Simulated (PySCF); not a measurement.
How methods differ on the ionisation energy of Br⁺

Br⁺ [Ar] 3d10 4s2 4p4 (3P) → Br²⁺ [Ar] 3d10 4s2 4p3 (4S), as a difference of total energies. All numbers are calculated (PySCF 2.14, a scalar-relativistic core potential, in aug-cc-pVTZ-PP with ECP10MDF). Correlated levels: valence: 3s2 3p6 3d10 frozen. The calculations carry no spin-orbit coupling.

```json
{"method": "UHF", "ionisation energy (eV)": "20.231"}
{"method": "LDA", "ionisation energy (eV)": "21.568"}
{"method": "PBE", "ionisation energy (eV)": "21.303"}
{"method": "PBE0", "ionisation energy (eV)": "21.329"}
{"method": "r2SCAN", "ionisation energy (eV)": "21.400"}
{"method": "M06-L", "ionisation energy (eV)": "21.122"}
{"method": "M06-2X", "ionisation energy (eV)": "21.156"}
{"method": "PW91", "ionisation energy (eV)": "21.390"}
{"method": "MN15", "ionisation energy (eV)": "20.992"}
{"method": "MP2 (valence)", "ionisation energy (eV)": "20.933"}
{"method": "SCS-MP2 (valence)", "ionisation energy (eV)": "21.004"}
```

Question: How much does correlation contribute at MP2 (valence)?

Answer: 20.933 − (20.231) = 0.702 eV, measured against UHF.

Errors of the correlated levels include the incompleteness of this basis and the frozen core.

For comparison: 21.409 eV (measured; NIST levels, between the centres of gravity of the two terms).
